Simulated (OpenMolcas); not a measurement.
# Potential curves of GaBr: spin-free states

Calculated with OpenMolcas 26.06: state-averaged CASSCF(8,7) over Br 4p, Ga 4s 4p, XMS-CASPT2 (IPEA 0.25, imaginary shift 0.2 hartree), scalar X2C, ANO-RCC-VTZP, then RASSI spin–orbit state interaction with atomic mean-field integrals. C2 symmetry about the axis (a holds Σ, Δ, Γ; b holds Π, Φ, H; Σ⁺ and Σ⁻ are not told apart); roots by multiplicity and irrep: 1a 5, 3b 2, 1b 2, 3a 5.

XMS-CASPT2 energies in eV from the lowest point. Curves are followed by energy order within each symmetry, so they are adiabatic and may change character at avoided crossings; Σ⁺ and Σ⁻ are counted together.

```json
{"R (Å)": "2.051", "(1)1Σ": "1.043", "(1)3Π": "4.161", "(1)1Π": "5.812", "(1)3Σ": "7.277", "(1)1Δ": "8.140", "(1)3Δ": "8.067", "(2)1Σ": "8.199", "(2)3Σ": "7.802", "(3)3Σ": "8.264"}
{"R (Å)": "2.170", "(1)1Σ": "0.413", "(1)3Π": "3.654", "(1)1Π": "5.234", "(1)3Σ": "6.556", "(1)1Δ": "6.981", "(1)3Δ": "6.930", "(2)1Σ": "7.031", "(2)3Σ": "6.690", "(3)3Σ": "7.113"}
{"R (Å)": "2.278", "(1)1Σ": "0.116", "(1)3Π": "3.472", "(1)1Π": "4.952", "(1)3Σ": "5.981", "(1)1Δ": "6.230", "(1)3Δ": "6.195", "(2)1Σ": "6.276", "(2)3Σ": "6.076", "(3)3Σ": "6.356"}
{"R (Å)": "2.385", "(1)1Σ": "0.000", "(1)3Π": "3.451", "(1)1Π": "4.795", "(1)3Σ": "5.474", "(1)1Δ": "5.685", "(1)3Δ": "5.660", "(2)1Σ": "5.729", "(2)3Σ": "5.721", "(3)3Σ": "5.802"}
{"R (Å)": "2.504", "(1)1Σ": "0.016", "(1)3Π": "3.542", "(1)1Π": "4.710", "(1)3Σ": "5.089", "(1)1Δ": "5.259", "(1)3Δ": "5.250", "(2)1Σ": "5.301", "(2)3Σ": "5.370", "(3)3Σ": "5.434"}
{"R (Å)": "2.623", "(1)1Σ": "0.131", "(1)3Π": "3.689", "(1)1Π": "4.681", "(1)3Σ": "4.833", "(1)1Δ": "4.966", "(1)3Δ": "4.974", "(2)1Σ": "5.005", "(2)3Σ": "5.073", "(3)3Σ": "5.226"}
```

The 9 lowest clean curves are shown; the next is (3)1Σ, from 5.23 eV. Only roots inside an energy window near the equilibrium distance were included, so the list of states is not complete; labels number the states computed. Each spin and symmetry block has orbitals of its own, averaged over its own roots, so gaps between blocks are less sure than gaps within one and near the minimum can be off by tenths of an eV, in bad cases by more. No Rydberg orbitals are active, so Rydberg states, and σ→σ* states whose orbital the CASSCF left unused, can be missing between those listed. CASPT2 splits the two components of degenerate states numerically, here by up to 37 cm⁻¹. Points that failed a check (symmetry, reference weights, a jump) are left out.
